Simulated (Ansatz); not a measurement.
Input for Ansatz (a quantum-chemistry and plane-wave program): R-B3LYP/def2-TZVPP on AlBrFH2N (SMILES [NH2][Al]([F])[Br]), a point of a torsion scan.

Ansatz 0.2 input:
```yaml
crystal:
  periodic: [false, false, false]
  atoms:
    - {symbol: N, position_ang: [-1.01716179, -0.12742747, -0.07886882]}
    - {symbol: Al, position_ang: [0.74347521, 0.01485581, -0.11184754]}
    - {symbol: F, position_ang: [1.53500598, 0.89715575, 1.03100520]}
    - {symbol: Br, position_ang: [1.92665838, -0.88410571, -1.78646860]}
    - {symbol: H, position_ang: [-1.56401427, -0.88333795, -0.46493678]}
    - {symbol: H, position_ang: [-1.58930591, 0.38140866, 0.58125869]}
basis:
  gaussian:
    orbitals: def2-TZVPP
hamiltonian:
  xc: {name: B3LYP}
scf: {lower_state_search: off}
```

The log:

```
WARN ansatz: RAYON_NUM_THREADS=1 ignored (pool sized by the plan → 1); use --threads N
Functional definition: B3LYP
these checks for a lower state are left out or cut short: stability, starts, cluster_reference, orbital_swaps, neighbouring_geometries, increment
integrals: 0.10 GiB planned
1135 factors; their error is unknown
mean field: 0.87 GiB planned
mean field evaluation 1: about -80880.8357 eV, gradient 7.7e1 eV
mean field evaluation 2: about -80854.6827 eV, gradient 1.3e2 eV
mean field evaluation 4: about -80891.0039 eV, gradient 8.0e0 eV
mean field evaluation 8: about -80891.1056 eV, gradient 1.2e-1 eV
mean field evaluation 16: about -80891.4664 eV, gradient 5.9e-5 eV
mean field -80891.46643396 eV, -2972.7065612427 hartree, gradient 7.4e-6 eV, S^2 0.000000; 0 other end points of the search recorded, 0 dependent functions left out
reference -80891.46667280 eV, -2972.7065700201 hartree; 33, 33 occupied and 147, 147 virtual orbitals, 1135 factors
Total energy: -80891.46667280 eV, -2972.7065700201 hartree
Checks for a lower state left out: stability, starts, cluster_reference, orbital_swaps, neighbouring_geometries, increment
```

The run converged.

Cost: very roughly 3 core-seconds.
